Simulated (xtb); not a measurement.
Be(Me)(OH) (CH4BeO), SMILES [OH][Be][CH3]. All values are semi-empirical tight-binding results from xtb (GFN2-xTB unless named), good for trends rather than for accurate numbers. The structure is a stationary point at GFN2-xTB. One conformer was computed; it need not be the lowest.

For metal compounds this method's bond lengths and energies can be far off.

- point group as xtb finds it = Cs
- orbital gap = 7.04 eV
- zero-point energy = 31.4 kcal/mol
- G − E(el) at 298.15 K (modified RRHO) = 15.5 kcal/mol

Problem. Give the IR lines (harmonic; lines under 4 % of the strongest left out, lines within 3 cm⁻¹ merged). (An estimate is asked for; the answer gives what the named calculation found.)

Solution. ν (cm⁻¹): 189 (w), 525 (vs), 618 (vs), 1371 (vs), 3005 (m), 3009 (m), 3035 (w), 3875 (w) (against the strongest line: vs over 80 %, s over 45 %, m over 15 %, w over 4 %, vw less)
